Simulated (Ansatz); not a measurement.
Which is lower?

The two ends of one reaction step of BNH$_{8}$O$_{2}$, singlet (PBE0-D4/def2-TZVP).

A:

B1  (-1.158, -0.269, -0.135)
N2  (0.083, -1.027, -0.576)
H3  (-1.709, 0.286, -1.052)
H4  (-1.886, -0.867, 0.627)
H5  (0.359, 1.122, 0.669)
O6  (-0.638, 0.990, 0.814)
H7  (1.367, -0.007, -0.203)
O8  (1.815, 0.790, 0.243)
H9  (0.095, -1.197, -1.572)
H10  (0.218, -1.916, -0.114)
H11  (-0.780, 0.779, 1.741)
H12  (2.233, 1.317, -0.442)
(Å)

B:

```csv
atom,x (Å),y (Å),z (Å)
B1,-1.1576,-0.0970,-0.0775
N2,0.1043,-1.0736,-0.5083
H3,-1.4006,0.5148,-1.0990
H4,-2.0510,-0.8420,0.2779
H5,1.0074,1.1528,0.5845
O6,-0.6474,0.7769,0.9745
H7,0.9385,-0.4760,-0.6006
O8,1.8683,1.0142,0.1272
H9,-0.0843,-1.5398,-1.3889
H10,0.3056,-1.7811,0.1912
H11,-0.9513,0.5136,1.8418
H12,2.0682,1.8372,-0.3226
```

Computed with Ansatz 0.2.0 (basis: def2-TZVPP); correlated methods freeze the cores. B3LYP uses VWN-RPA correlation.

Q: Which structure is lower at CCSD(T), and by how much? (An estimate is asked for; the value comes from the calculation.)

A: Computed: B, by 16.78 kcal/mol (electronic energy, against the other). By their contacts, A is a complex of BNH₆O ([NH2][BH2][OH2]) + H₂O and B is a complex of BNH₆O ([NH3][BH2][OH]) + H₂O.

All methods give the same order:

```tsv
method	E(B) − E(A) (kcal/mol)
SPW92	-10.96
PBE-D4	-13.89
BLYP-D4	-14.99
r2SCAN-D4	-15.18
B97M-V	-17.47
PBE0-D4	-15.31
B3LYP-D4	-15.99
r2SCAN0-D4	-16.06
BHLYP-D4	-17.73
CAM-B3LYP-D4	-16.02
wB97X-V	-16.40
wB97M-V	-16.03
B2PLYP	-16.45
PBE-QIDH	-16.34
RPA on PBE	-16.65
HF	-21.55
MP2	-16.32
CCSD	-17.64
CCSD(T)	-16.78
```

T1 diagnostic: at most 0.011.

Labels in which every atom is bracketed show which atoms are joined, not bond orders.

For scale, one of the runs: CCSD(T)/def2-TZVPP, 236 basis functions, launched by `ansatz run in.yaml --threads 4 --pin off --events-out ev --progress --plain --max-ram 9574MiB`. The run took 2.3 min on 4 CPU threads of an Intel Xeon (shared host), with 4.7 GiB of host memory at its peak.
